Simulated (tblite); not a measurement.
A geometry optimisation, step by step.

C2H4BF2Si (doublet state).
Numbering: `[BH:1][Si@H:2]1[CH2:3][C:4]1([F:5])[F:6]` (hydrogens: H7 on B1; H8 on Si2; H9, H10 on C3)

Computed with GFN2-xTB (tblite), gas phase: L-BFGS steps from a force-field or distance-geometry start until the largest atomic force falls under 0.01 eV/Å. 14 of its 66 geometries are shown.

Step 0: E = -505.2788 eV, largest atomic force 3.014 eV/Å
```
atom  x, y, z in Å  |  force x, y, z in eV/Å
B1      2.174    0.334    0.511   -0.838  -0.925  -0.801
Si2     0.653   -0.403   -0.467    2.820  -0.170   1.050
C3     -0.903   -0.200    0.598   -0.702  -0.130   0.739
C4     -0.870    0.697   -0.596   -0.125  -0.369   0.005
F5     -1.758    0.365   -1.589    0.020   1.095   0.405
F6     -0.681    2.030   -0.313   -0.764  -0.556  -0.743
H7      3.122   -0.323    0.711    0.036   0.429   0.080
H8      0.668   -1.783   -0.958   -0.384   0.170  -0.474
H9     -0.754    0.321    1.564   -0.661  -0.610  -0.720
H10    -1.642   -1.034    0.516    0.599   1.065   0.459
```

Step 5: E = -505.7792 eV, largest atomic force 0.628 eV/Å
```
atom  x, y, z in Å  |  force x, y, z in eV/Å
B1      2.194    0.285    0.501   -0.283  -0.119  -0.151
Si2     0.746   -0.465   -0.396    0.201   0.182   0.336
C3     -0.889   -0.202    0.603   -0.132  -0.232   0.326
C4     -0.840    0.644   -0.590    0.031   0.096  -0.202
F5     -1.759    0.476   -1.561   -0.182  -0.323  -0.258
F6     -0.760    1.977   -0.402    0.248   0.396   0.107
H7      3.173   -0.261    0.734    0.585   0.133   0.184
H8      0.602   -1.758   -1.037   -0.292  -0.147  -0.435
H9     -0.833    0.293    1.556   -0.106   0.119   0.058
H10    -1.626   -0.985    0.569   -0.071  -0.105   0.035
```

Step 10: E = -505.9283 eV, largest atomic force 0.484 eV/Å
```
atom  x, y, z in Å  |  force x, y, z in eV/Å
B1      2.247    0.201    0.502    0.182  -0.199   0.063
Si2     0.755   -0.526   -0.325   -0.405  -0.148  -0.220
C3     -0.919   -0.202    0.624    0.080   0.077  -0.135
C4     -0.839    0.640   -0.594    0.073  -0.160   0.197
F5     -1.758    0.431   -1.580    0.330   0.026   0.186
F6     -0.723    1.991   -0.424   -0.037  -0.368  -0.049
H7      3.329   -0.133    0.791   -0.195   0.228  -0.079
H8      0.472   -1.717   -1.191   -0.042   0.413   0.193
H9     -0.908    0.320    1.569    0.050   0.044  -0.061
H10    -1.647   -1.000    0.604   -0.035   0.087  -0.095
```

Step 15: E = -505.9771 eV, largest atomic force 0.154 eV/Å
```
atom  x, y, z in Å  |  force x, y, z in eV/Å
B1      2.258    0.117    0.498   -0.044   0.064   0.073
Si2     0.735   -0.551   -0.310    0.116  -0.013   0.009
C3     -0.928   -0.209    0.640   -0.023  -0.008  -0.010
C4     -0.819    0.615   -0.574    0.000   0.043   0.009
F5     -1.705    0.399   -1.576    0.088  -0.050  -0.063
F6     -0.702    1.958   -0.431    0.005   0.057   0.048
H7      3.365   -0.034    0.798   -0.043   0.037  -0.070
H8      0.397   -1.640   -1.233   -0.086  -0.113  -0.059
H9     -0.922    0.341    1.567    0.063  -0.059   0.032
H10    -1.671   -0.991    0.600   -0.075   0.041   0.029
```

Step 20: E = -505.9968 eV, largest atomic force 0.225 eV/Å
```
atom  x, y, z in Å  |  force x, y, z in eV/Å
B1      2.222    0.125    0.536   -0.032   0.018  -0.031
Si2     0.743   -0.575   -0.320   -0.166  -0.140   0.058
C3     -0.929   -0.222    0.642   -0.022   0.038  -0.052
C4     -0.794    0.617   -0.556    0.009   0.009   0.020
F5     -1.620    0.370   -1.603    0.043   0.077   0.042
F6     -0.699    1.961   -0.410   -0.007  -0.030  -0.026
H7      3.351    0.022    0.756    0.032   0.033  -0.014
H8      0.336   -1.649   -1.251    0.071   0.042   0.045
H9     -0.881    0.314    1.578    0.021  -0.060  -0.055
H10    -1.720   -0.958    0.604    0.052   0.013   0.013
```

Step 25: E = -506.0025 eV, largest atomic force 0.068 eV/Å
```
atom  x, y, z in Å  |  force x, y, z in eV/Å
B1      2.207    0.125    0.535    0.062  -0.008   0.005
Si2     0.728   -0.606   -0.295    0.050   0.002  -0.034
C3     -0.936   -0.224    0.638   -0.033  -0.005   0.026
C4     -0.783    0.622   -0.552   -0.022  -0.014   0.002
F5     -1.594    0.380   -1.610   -0.005   0.028  -0.011
F6     -0.695    1.964   -0.407    0.049  -0.012   0.023
H7      3.344    0.049    0.738   -0.047   0.037  -0.032
H8      0.333   -1.652   -1.253    0.024  -0.044   0.006
H9     -0.865    0.298    1.577   -0.027   0.024   0.035
H10    -1.730   -0.952    0.606   -0.051  -0.007  -0.020
```

Step 30: E = -506.0070 eV, largest atomic force 0.125 eV/Å
```
atom  x, y, z in Å  |  force x, y, z in eV/Å
B1      2.202    0.112    0.531   -0.073   0.013  -0.014
Si2     0.722   -0.634   -0.283   -0.072   0.041   0.026
C3     -0.956   -0.231    0.644    0.060  -0.046  -0.045
C4     -0.777    0.615   -0.540    0.070   0.017  -0.027
F5     -1.565    0.401   -1.620   -0.028  -0.014   0.042
F6     -0.658    1.955   -0.391    0.037   0.005   0.040
H7      3.342    0.110    0.705    0.057   0.010  -0.015
H8      0.337   -1.674   -1.255   -0.005  -0.018   0.050
H9     -0.872    0.292    1.586   -0.076  -0.061  -0.079
H10    -1.767   -0.943    0.599    0.029   0.052   0.022
```

Step 35: E = -506.0134 eV, largest atomic force 0.097 eV/Å
```
atom  x, y, z in Å  |  force x, y, z in eV/Å
B1      2.184    0.122    0.522    0.090   0.030   0.021
Si2     0.709   -0.661   -0.266    0.032  -0.062  -0.006
C3     -0.969   -0.247    0.636   -0.019   0.024  -0.005
C4     -0.755    0.615   -0.536   -0.009  -0.009   0.020
F5     -1.549    0.443   -1.619   -0.002   0.015   0.017
F6     -0.599    1.948   -0.354   -0.001  -0.015  -0.006
H7      3.333    0.172    0.648   -0.044   0.006  -0.022
H8      0.363   -1.727   -1.223   -0.059   0.025   0.044
H9     -0.899    0.265    1.582   -0.005   0.018   0.016
H10    -1.808   -0.924    0.588    0.017  -0.033  -0.080
```

Step 40: E = -506.0179 eV, largest atomic force 0.147 eV/Å
```
atom  x, y, z in Å  |  force x, y, z in eV/Å
B1      2.183    0.116    0.517   -0.141  -0.020  -0.036
Si2     0.706   -0.707   -0.232    0.004   0.075   0.037
C3     -0.987   -0.263    0.632    0.018   0.001   0.032
C4     -0.726    0.607   -0.521   -0.002   0.026  -0.007
F5     -1.510    0.476   -1.615    0.026  -0.005  -0.039
F6     -0.534    1.931   -0.318    0.005   0.036   0.002
H7      3.322    0.268    0.580    0.110   0.000  -0.002
H8      0.332   -1.756   -1.190   -0.032  -0.057   0.000
H9     -0.930    0.244    1.583   -0.029  -0.026   0.031
H10    -1.846   -0.911    0.542    0.041  -0.031  -0.016
```

Step 45: E = -506.0212 eV, largest atomic force 0.045 eV/Å
```
atom  x, y, z in Å  |  force x, y, z in eV/Å
B1      2.178    0.134    0.510    0.037   0.000  -0.017
Si2     0.705   -0.702   -0.227   -0.015  -0.024  -0.031
C3     -0.986   -0.260    0.631   -0.017   0.004  -0.007
C4     -0.723    0.615   -0.519    0.007   0.004   0.015
F5     -1.508    0.490   -1.615    0.037   0.013  -0.003
F6     -0.522    1.937   -0.310   -0.016   0.002  -0.014
H7      3.325    0.266    0.560   -0.003  -0.003  -0.003
H8      0.320   -1.781   -1.156    0.008   0.032   0.030
H9     -0.953    0.232    1.590   -0.028  -0.007   0.002
H10    -1.828   -0.925    0.512   -0.010  -0.020   0.028
```

Step 50: E = -506.0223 eV, largest atomic force 0.031 eV/Å
```
atom  x, y, z in Å  |  force x, y, z in eV/Å
B1      2.182    0.129    0.499   -0.003  -0.001  -0.003
Si2     0.702   -0.712   -0.217    0.010   0.008   0.022
C3     -0.996   -0.264    0.631    0.004  -0.001   0.004
C4     -0.714    0.616   -0.511   -0.006  -0.003  -0.008
F5     -1.481    0.503   -1.619    0.000  -0.010  -0.018
F6     -0.505    1.936   -0.300   -0.014  -0.001   0.028
H7      3.324    0.295    0.537    0.013  -0.008  -0.010
H8      0.309   -1.790   -1.141    0.002  -0.006  -0.007
H9     -0.974    0.221    1.594   -0.004   0.010  -0.001
H10    -1.837   -0.928    0.504   -0.002   0.011  -0.008
```

Step 55: E = -506.0227 eV, largest atomic force 0.026 eV/Å
```
atom  x, y, z in Å  |  force x, y, z in eV/Å
B1      2.185    0.130    0.494    0.004   0.002   0.011
Si2     0.702   -0.714   -0.209   -0.006  -0.007  -0.008
C3     -0.998   -0.265    0.631   -0.014  -0.004  -0.004
C4     -0.712    0.616   -0.510    0.009   0.002   0.014
F5     -1.469    0.504   -1.626    0.007   0.007   0.024
F6     -0.509    1.935   -0.287   -0.010   0.003  -0.017
H7      3.327    0.297    0.524    0.011  -0.005  -0.011
H8      0.308   -1.792   -1.133    0.010   0.008   0.007
H9     -0.984    0.221    1.594    0.001   0.009  -0.013
H10    -1.841   -0.927    0.499   -0.011  -0.015  -0.003
```

Step 60: E = -506.0229 eV, largest atomic force 0.012 eV/Å
```
atom  x, y, z in Å  |  force x, y, z in eV/Å
B1      2.189    0.132    0.494    0.002  -0.004   0.011
Si2     0.702   -0.712   -0.205    0.001   0.003   0.005
C3     -1.001   -0.266    0.630    0.003   0.001   0.002
C4     -0.712    0.617   -0.508   -0.008   0.000  -0.004
F5     -1.467    0.505   -1.626   -0.004  -0.003  -0.009
F6     -0.516    1.937   -0.283    0.005  -0.001  -0.004
H7      3.333    0.290    0.517    0.000  -0.002  -0.010
H8      0.314   -1.793   -1.128    0.003   0.009   0.001
H9     -0.990    0.224    1.591   -0.004  -0.009   0.007
H10    -1.842   -0.930    0.497    0.002   0.005   0.001
```

Step 65: E = -506.0231 eV, largest atomic force 0.010 eV/Å
```
atom  x, y, z in Å  |  force x, y, z in eV/Å
B1      2.192    0.132    0.499    0.000   0.004  -0.002
Si2     0.703   -0.707   -0.202   -0.003   0.000  -0.001
C3     -1.002   -0.266    0.630   -0.006   0.006  -0.001
C4     -0.715    0.618   -0.508    0.009  -0.003  -0.001
F5     -1.467    0.503   -1.627    0.002  -0.002   0.006
F6     -0.520    1.938   -0.285   -0.001  -0.003  -0.001
H7      3.337    0.283    0.510   -0.002  -0.002   0.000
H8      0.317   -1.787   -1.126    0.002   0.002  -0.003
H9     -0.994    0.223    1.591   -0.001  -0.001   0.004
H10    -1.842   -0.932    0.496    0.000   0.000  -0.001
```

Q: Summarise the path.

A: The energy falls by 17.16 kcal/mol from step 0 to step 65; nine tenths of that is first reached at step 12. It falls at every step. The largest force goes from 3.014 to 0.010 eV/Å. Among the bonds B1–Si2 changes most, from 1.953 to 1.847 Å; the atoms move by 0.335 Å rms after alignment.

Q: Follow the three bonds and two angles with the largest change from start to end.

A: 
```json
{"step": "0", "E above end (kcal/mol)": "17.16", "largest force (eV/Å)": "3.014", "B1–Si2 (Å)": "1.953", "Si2–C4 (Å)": "1.883", "Si2–C3 (Å)": "1.896", "Si2–B1–H7 (°)": "120.3", "B1–Si2–H8 (°)": "121.0"}
{"step": "3", "E above end (kcal/mol)": "8.02", "largest force (eV/Å)": "0.693", "B1–Si2 (Å)": "1.831", "Si2–C4 (Å)": "1.946", "Si2–C3 (Å)": "1.961", "Si2–B1–H7 (°)": "123.2", "B1–Si2–H8 (°)": "127.3"}
{"step": "6", "E above end (kcal/mol)": "4.77", "largest force (eV/Å)": "0.500", "B1–Si2 (Å)": "1.868", "Si2–C4 (Å)": "1.944", "Si2–C3 (Å)": "1.922", "Si2–B1–H7 (°)": "126.5", "B1–Si2–H8 (°)": "132.1"}
{"step": "8", "E above end (kcal/mol)": "3.50", "largest force (eV/Å)": "0.532", "B1–Si2 (Å)": "1.861", "Si2–C4 (Å)": "1.965", "Si2–C3 (Å)": "1.930", "Si2–B1–H7 (°)": "131.0", "B1–Si2–H8 (°)": "134.5"}
{"step": "11", "E above end (kcal/mol)": "1.76", "largest force (eV/Å)": "0.322", "B1–Si2 (Å)": "1.855", "Si2–C4 (Å)": "1.996", "Si2–C3 (Å)": "1.957", "Si2–B1–H7 (°)": "141.0", "B1–Si2–H8 (°)": "136.4"}
{"step": "14", "E above end (kcal/mol)": "1.13", "largest force (eV/Å)": "0.193", "B1–Si2 (Å)": "1.853", "Si2–C4 (Å)": "1.968", "Si2–C3 (Å)": "1.948", "Si2–B1–H7 (°)": "147.9", "B1–Si2–H8 (°)": "136.9"}
{"step": "17", "E above end (kcal/mol)": "0.94", "largest force (eV/Å)": "0.213", "B1–Si2 (Å)": "1.843", "Si2–C4 (Å)": "1.957", "Si2–C3 (Å)": "1.949", "Si2–B1–H7 (°)": "149.0", "B1–Si2–H8 (°)": "138.0"}
{"step": "20", "E above end (kcal/mol)": "0.60", "largest force (eV/Å)": "0.225", "B1–Si2 (Å)": "1.847", "Si2–C4 (Å)": "1.960", "Si2–C3 (Å)": "1.961", "Si2–B1–H7 (°)": "146.8", "B1–Si2–H8 (°)": "142.0"}
{"step": "23", "E above end (kcal/mol)": "0.52", "largest force (eV/Å)": "0.116", "B1–Si2 (Å)": "1.850", "Si2–C4 (Å)": "1.960", "Si2–C3 (Å)": "1.952", "Si2–B1–H7 (°)": "146.7", "B1–Si2–H8 (°)": "142.1"}
{"step": "25", "E above end (kcal/mol)": "0.48", "largest force (eV/Å)": "0.068", "B1–Si2 (Å)": "1.847", "Si2–C4 (Å)": "1.964", "Si2–C3 (Å)": "1.945", "Si2–B1–H7 (°)": "147.1", "B1–Si2–H8 (°)": "142.0"}
{"step": "28", "E above end (kcal/mol)": "0.43", "largest force (eV/Å)": "0.098", "B1–Si2 (Å)": "1.845", "Si2–C4 (Å)": "1.968", "Si2–C3 (Å)": "1.952", "Si2–B1–H7 (°)": "147.9", "B1–Si2–H8 (°)": "142.2"}
{"step": "31", "E above end (kcal/mol)": "0.33", "largest force (eV/Å)": "0.116", "B1–Si2 (Å)": "1.848", "Si2–C4 (Å)": "1.967", "Si2–C3 (Å)": "1.960", "Si2–B1–H7 (°)": "149.5", "B1–Si2–H8 (°)": "141.2"}
{"step": "34", "E above end (kcal/mol)": "0.24", "largest force (eV/Å)": "0.085", "B1–Si2 (Å)": "1.848", "Si2–C4 (Å)": "1.960", "Si2–C3 (Å)": "1.950", "Si2–B1–H7 (°)": "149.1", "B1–Si2–H8 (°)": "140.2"}
{"step": "37", "E above end (kcal/mol)": "0.18", "largest force (eV/Å)": "0.105", "B1–Si2 (Å)": "1.846", "Si2–C4 (Å)": "1.963", "Si2–C3 (Å)": "1.951", "Si2–B1–H7 (°)": "149.8", "B1–Si2–H8 (°)": "141.3"}
{"step": "40", "E above end (kcal/mol)": "0.12", "largest force (eV/Å)": "0.147", "B1–Si2 (Å)": "1.849", "Si2–C4 (Å)": "1.964", "Si2–C3 (Å)": "1.952", "Si2–B1–H7 (°)": "150.7", "B1–Si2–H8 (°)": "141.7"}
{"step": "42", "E above end (kcal/mol)": "0.08", "largest force (eV/Å)": "0.072", "B1–Si2 (Å)": "1.849", "Si2–C4 (Å)": "1.963", "Si2–C3 (Å)": "1.948", "Si2–B1–H7 (°)": "150.4", "B1–Si2–H8 (°)": "141.8"}
{"step": "45", "E above end (kcal/mol)": "0.04", "largest force (eV/Å)": "0.045", "B1–Si2 (Å)": "1.847", "Si2–C4 (Å)": "1.965", "Si2–C3 (Å)": "1.947", "Si2–B1–H7 (°)": "149.4", "B1–Si2–H8 (°)": "142.2"}
{"step": "48", "E above end (kcal/mol)": "0.03", "largest force (eV/Å)": "0.061", "B1–Si2 (Å)": "1.847", "Si2–C4 (Å)": "1.965", "Si2–C3 (Å)": "1.950", "Si2–B1–H7 (°)": "150.1", "B1–Si2–H8 (°)": "142.3"}
{"step": "51", "E above end (kcal/mol)": "0.02", "largest force (eV/Å)": "0.029", "B1–Si2 (Å)": "1.847", "Si2–C4 (Å)": "1.963", "Si2–C3 (Å)": "1.949", "Si2–B1–H7 (°)": "150.6", "B1–Si2–H8 (°)": "142.2"}
{"step": "54", "E above end (kcal/mol)": "0.01", "largest force (eV/Å)": "0.033", "B1–Si2 (Å)": "1.846", "Si2–C4 (Å)": "1.964", "Si2–C3 (Å)": "1.948", "Si2–B1–H7 (°)": "150.6", "B1–Si2–H8 (°)": "142.1"}
{"step": "57", "E above end (kcal/mol)": "0.01", "largest force (eV/Å)": "0.027", "B1–Si2 (Å)": "1.847", "Si2–C4 (Å)": "1.964", "Si2–C3 (Å)": "1.948", "Si2–B1–H7 (°)": "150.5", "B1–Si2–H8 (°)": "141.8"}
{"step": "59", "E above end (kcal/mol)": "0.00", "largest force (eV/Å)": "0.019", "B1–Si2 (Å)": "1.847", "Si2–C4 (Å)": "1.964", "Si2–C3 (Å)": "1.949", "Si2–B1–H7 (°)": "150.3", "B1–Si2–H8 (°)": "141.7"}
{"step": "62", "E above end (kcal/mol)": "0.00", "largest force (eV/Å)": "0.022", "B1–Si2 (Å)": "1.847", "Si2–C4 (Å)": "1.964", "Si2–C3 (Å)": "1.948", "Si2–B1–H7 (°)": "149.9", "B1–Si2–H8 (°)": "141.7"}
{"step": "65", "E above end (kcal/mol)": "0.00", "largest force (eV/Å)": "0.010", "B1–Si2 (Å)": "1.847", "Si2–C4 (Å)": "1.965", "Si2–C3 (Å)": "1.948", "Si2–B1–H7 (°)": "149.5", "B1–Si2–H8 (°)": "141.5"}
```

What follows is the cost of the whole relaxation. Time: 0.32 s wall. Hardware: an Arm Neoverse V1 with one thread, no GPU, shared host with 32 logical CPUs at a one-minute load of 12.
